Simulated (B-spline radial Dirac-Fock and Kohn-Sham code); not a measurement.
## Isotope-shift constants of the inner levels of Mg

System: the free magnesium atom, [Ne] 3s2.

Level of theory: first-order field-shift and mass-shift constants from Dirac-Fock ground and hole states with a Fermi nucleus; the mass shift has no relativistic recoil terms; an atomic code on a B-spline grid. A binding energy shifts by δE = F·δ⟨r²⟩ + (K_N + K_S)·δ(1/M); F is taken for a change of radius at fixed skin thickness and so holds the higher radial moments.

```
     level  F (meV/fm²)  K_N (meV u)  K_S (meV u)
    K (1s)      -0.1208       -719.6        142.5
   L1 (2s)    -0.007315       -53.68       -25.58
L2 (2p1/2)     0.001829       -31.05        35.94
L3 (2p3/2)     0.001827       -30.89        35.48
   M1 (3s)   -0.0002014       -3.630       0.3531
```

Line shifts in meV from A = 24 (mass 23.9850 u, rms radius 3.057 fm); radii from Angeli and Marinova (2013).

| A | mass (u) | radius (fm) | Kα1 | Kα2 | Lℓ |
| --- | --- | --- | --- | --- | --- |
| 21 | 21.0117 | 3.0626 | -3.44 | -3.44 | +0.05 |
| 22 | 21.9996 | 3.0688 | -2.20 | -2.20 | +0.03 |
| 23 | 22.9941 | 3.0425 | -1.03 | -1.03 | +0.01 |
| 25 | 24.9858 | 3.0284 | +0.99 | +0.99 | -0.01 |
| 26 | 25.9826 | 3.0337 | +1.88 | +1.88 | -0.03 |
| 28 | 27.9839 | 3.0691 | ? | ? | ? |
| 29 | 28.9886 | 3.0756 | +4.17 | +4.17 | -0.06 |
| 30 | 29.9905 | 3.1107 | +4.82 | +4.82 | -0.07 |
| 31 | 30.9966 | 3.1486 | +5.42 | +5.42 | -0.07 |
| 32 | 31.9991 | 3.1861 | +5.98 | +5.98 | -0.08 |

Q: What are the shifts for A = 28?

A: Kα1 +3.46 meV (field -0.01, mass +3.47); Kα2 +3.46 meV (field -0.01, mass +3.47); Lℓ -0.05 meV (field 0.00, mass -0.05).

Values without a named source are computed, but for edge energies of neutral atoms, which are taken from tables.
